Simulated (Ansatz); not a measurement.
Reaction (ligand exchange at the Si–C bond): `[SiH3]CSCS` + `C=C[SiH](C)O` → `C=C[SiH](C)O[SiH3]` + `CSCS`

Program: Ansatz. Geometries: PBE0-D4/def2-TZVP. ΔE: electronic, gas phase. CCSD(T)/CBS adds triple-zeta CCSD(T) − MP2 to the extrapolated MP2 energy (def2 sets, frozen cores). Functionals use def2-TZVPP. B3LYP here is the variant with VWN-RPA as its local correlation; programs differ in this. HSE06 is defined as in plane-wave codes. One conformer a species, not always the lowest.

(1) Is it downhill or uphill in electronic energy at CCSD(T)/CBS, and by how much? (An estimate is asked.)

(2) What do these levels give: B3LYP-D4, r2SCAN0-D4, HSE06-D4, ωB97M-V, PBE, CCSD/def2-TZVPP? (Estimate.)

(3) What do rigid-rotor, harmonic-oscillator terms from PBE0-D4/def2-TZVP frequencies (298.15 K, 1 bar) make of the CCSD(T)/CBS value? (Best estimate.)

Largest T1 diagnostic among the species: 0.011.

Answers

(1) Ansatz gave: Downhill: ΔE = -1.25 eV.

(2) Computed: B3LYP-D4 -1.31, r2SCAN0-D4 -1.28, HSE06-D4 -1.18, ωB97M-V -1.24, PBE -1.12, CCSD/def2-TZVPP -1.29 eV.

(3) The calculation gave: ΔZPE = +0.03 eV, ΔH = -1.22 eV, ΔS = 12 J/(mol·K), ΔG = -1.26 eV. Modes under 50 cm⁻¹ make the entropy rough.

From PBE to PBE0 (25 % exact exchange), in def2-TZVPP and without D4, ΔE moves by −0.06 eV. Leaving LDA and LC-ωPBE aside and taking each functional with its dispersion term where it has one, the values, not all of them listed here, spread over 0.27 eV, from BHLYP-D4 to revPBE-D4. In def2-TZVPP, CCSD(T) changes the Hartree–Fock value by +0.26 eV (the triples alone add +0.04 eV) and MP2 by +0.25 eV.
